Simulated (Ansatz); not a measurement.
Ansatz (an electronic-structure program) job for C2H5Se, SMILES CC[Se], multiplicity 2, B3LYP-D3(BJ)/def2-SVP. 

Ansatz 0.2 input:
```yaml
crystal:
  periodic: [false, false, false]
  atoms:
    - {symbol: C, position_ang: [-0.39655092, -2.07532512, -0.00000000]}
    - {symbol: C, position_ang: [0.67834726, -1.00742843, 0.00000000]}
    - {symbol: Se, position_ang: [-0.06826821, 0.81452418, -0.00000000]}
    - {symbol: H, position_ang: [-1.02654693, -1.98780836, -0.88270418]}
    - {symbol: H, position_ang: [0.06521647, -3.06110868, 0.00000000]}
    - {symbol: H, position_ang: [-1.02654692, -1.98780835, 0.88270419]}
    - {symbol: H, position_ang: [1.30910927, -1.08028774, -0.88675899]}
    - {symbol: H, position_ang: [1.30910927, -1.08028774, 0.88675898]}
basis:
  gaussian:
    orbitals: def2-SVP
hamiltonian:
  xc: b3lyp
  dispersion: d3bj
magnetization: {spin_polarized: true, initial_magnetization: 1}
relax: {f_tol: 0.002, max_steps: 200}
```

Log of the run:

```
WARN ansatz: RAYON_NUM_THREADS=1 ignored (pool sized by the plan → 1); use --threads N
Functional definition: B3LYP
integrals: 0.04 GiB planned
930 factors; integrals over basis functions are off by at most 2.8e-4 eV
mean field: 0.52 GiB planned
mean field evaluation 1: about -67489.6401 eV, gradient 3.5e1 eV
mean field evaluation 2: about -67468.8175 eV, gradient 6.4e1 eV
mean field evaluation 4: about -67495.8063 eV, gradient 3.7e0 eV
mean field evaluation 8: about -67495.8740 eV, gradient 9.9e-2 eV
mean field evaluation 16: about -67495.8740 eV, gradient 3.0e-5 eV
mean field evaluation 32: about -67495.8398 eV, gradient 3.3e-1 eV
mean field -67495.87402051 eV, -2480.4276199070 hartree, gradient 9.7e-7 eV, S^2 0.752162; 4 other end points of the search recorded, 0 dependent functions left out
the calculation of the forces begins
reference -67495.87422231 eV, -2480.4276273230 hartree; 26, 25 occupied and 59, 60 virtual orbitals, 930 factors
relax step   1: F+E_penalty+E_count = -67496.13025415 eV  Δ(F+E_penalty+E_count) = +0.000e0 eV  max|allowed force component| = 7.057e-1 eV/Å  Δτ_max = 0.0000 Å  (142 SCF iters, accepted)
these checks for a lower state are left out or cut short: starts, cluster_reference, orbital_swaps, neighbouring_geometries, increment
integrals: 0.04 GiB planned
930 factors; integrals over basis functions are off by at most 2.9e-4 eV
mean field: 0.52 GiB planned
mean field evaluation 64: about -67495.9029 eV, gradient 1.1e-6 eV
mean field -67495.90293734 eV, -2480.4286825809 hartree, gradient 1.1e-6 eV, S^2 0.752158; 0 other end points of the search recorded, 0 dependent functions left out
the calculation of the forces begins
reference -67495.90314026 eV, -2480.4286900381 hartree; 26, 25 occupied and 59, 60 virtual orbitals, 930 factors
relax step   2: F+E_penalty+E_count = -67496.15616810 eV  Δ(F+E_penalty+E_count) = -2.591e-2 eV  max|allowed force component| = 2.100e-1 eV/Å  Δτ_max = 0.0615 Å  (44 SCF iters, accepted)
these checks for a lower state are left out or cut short: starts, cluster_reference, orbital_swaps, neighbouring_geometries, increment
integrals: 0.04 GiB planned
930 factors; integrals over basis functions are off by at most 3.0e-4 eV
mean field: 0.52 GiB planned
mean field -67495.90533828 eV, -2480.4287708141 hartree, gradient 7.5e-6 eV, S^2 0.752153; 0 other end points of the search recorded, 0 dependent functions left out
the calculation of the forces begins
reference -67495.90554107 eV, -2480.4287782663 hartree; 26, 25 occupied and 59, 60 virtual orbitals, 930 factors
relax step   3: F+E_penalty+E_count = -67496.15872140 eV  Δ(F+E_penalty+E_count) = -2.553e-3 eV  max|allowed force component| = 8.223e-2 eV/Å  Δτ_max = 0.0090 Å  (41 SCF iters, accepted)
these checks for a lower state are left out or cut short: starts, cluster_reference, orbital_swaps, neighbouring_geometries, increment
integrals: 0.04 GiB planned
930 factors; integrals over basis functions are off by at most 3.0e-4 eV
mean field: 0.52 GiB planned
mean field -67495.90544294 eV, -2480.4287746601 hartree, gradient 4.5e-6 eV, S^2 0.752149; 0 other end points of the search recorded, 0 dependent functions left out
the calculation of the forces begins
reference -67495.90564559 eV, -2480.4287821072 hartree; 26, 25 occupied and 59, 60 virtual orbitals, 930 factors
relax step   4: F+E_penalty+E_count = -67496.15895880 eV  Δ(F+E_penalty+E_count) = -2.374e-4 eV  max|allowed force component| = 2.486e-2 eV/Å  Δτ_max = 0.0034 Å  (44 SCF iters, accepted)
these checks for a lower state are left out or cut short: starts, cluster_reference, orbital_swaps, neighbouring_geometries, increment
integrals: 0.04 GiB planned
930 factors; integrals over basis functions are off by at most 3.0e-4 eV
mean field: 0.52 GiB planned
mean field -67495.90541362 eV, -2480.4287735827 hartree, gradient 3.8e-6 eV, S^2 0.752145; 0 other end points of the search recorded, 0 dependent functions left out
the calculation of the forces begins
reference -67495.90561620 eV, -2480.4287810272 hartree; 26, 25 occupied and 59, 60 virtual orbitals, 930 factors
relax step   5: F+E_penalty+E_count = -67496.15899319 eV  Δ(F+E_penalty+E_count) = -3.439e-5 eV  max|allowed force component| = 1.844e-3 eV/Å  Δτ_max = 0.0011 Å  (39 SCF iters, accepted)
integrals: 0.04 GiB planned
930 factors; integrals over basis functions are off by at most 3.0e-4 eV
mean field: 0.52 GiB planned
mean field evaluation 96: about -67495.8926 eV, gradient 3.6e-2 eV
mean field evaluation 128: about -67495.8389 eV, gradient 3.3e-1 eV
mean field -67495.90541362 eV, -2480.4287735827 hartree, gradient 3.8e-6 eV, S^2 0.752145; 5 other end points of the search recorded, 0 dependent functions left out
the calculation of the forces begins
reference -67495.90561620 eV, -2480.4287810272 hartree; 26, 25 occupied and 59, 60 virtual orbitals, 930 factors
Total energy: -67496.15919577 eV, -2480.4380999046 hartree
Atom 0 at    -0.402308    -2.085098     0.000000 Å, force     0.000809     0.000091    -0.000000 eV/Å
Atom 1 at     0.659294    -0.994265    -0.000000 Å, force    -0.001844    -0.001509     0.000000 eV/Å
Atom 2 at    -0.029254     0.843479    -0.000000 Å, force    -0.000397     0.000747    -0.000000 eV/Å
Atom 3 at    -1.047969    -2.012567    -0.888459 Å, force     0.000112     0.000062     0.000332 eV/Å
Atom 4 at     0.069230    -3.083069     0.000000 Å, force    -0.000405     0.000511     0.000000 eV/Å
Atom 5 at    -1.047969    -2.012567     0.888459 Å, force     0.000112     0.000062    -0.000332 eV/Å
Atom 6 at     1.321422    -1.060721    -0.879970 Å, force     0.000807     0.000018    -0.000534 eV/Å
Atom 7 at     1.321422    -1.060721     0.879970 Å, force     0.000807     0.000018     0.000534 eV/Å
Dipole moment:     0.105347    -0.289877    -0.000000 e Å
```

The run converged.
